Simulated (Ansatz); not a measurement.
Mulliken charges of `S=C[SiH2][SeH]` from PBE/def2-TZVPP in Ansatz (PBE0-D4/def2-TZVP geometry).

```tsv
atom	x (Å)	y (Å)	z (Å)	charge (e)
S1	-0.769	2.537	-0.592	-0.146
C2	0.013	1.329	0.134	-0.053
Si3	0.113	-0.399	-0.590	0.252
Se4	-0.911	-1.891	0.802	-0.147
H5	0.494	1.512	1.100	0.105
H6	1.541	-0.777	-0.756	-0.042
H7	-0.625	-0.434	-1.871	-0.032
H8	0.237	-1.934	1.717	0.064
```

Q: By hand: the dipole of these point charges (1 e Å = 4.8032 D).

A: Σ q r = (0.296, -0.182, 0.130) e Å, of length 0.371 e Å = 1.78 D.

Q: How does the dipole of the full density compare? (Estimate.)

A: The calculation gave: (0.266, -0.171, 0.151) e Å, 1.68 D; the point charges give 1.06 times that, at 5° from its direction.

Point charges leave out the atoms' own dipoles, such as those of lone pairs, and Mulliken's split depends on the basis, so the close match here is no proof of good charges.
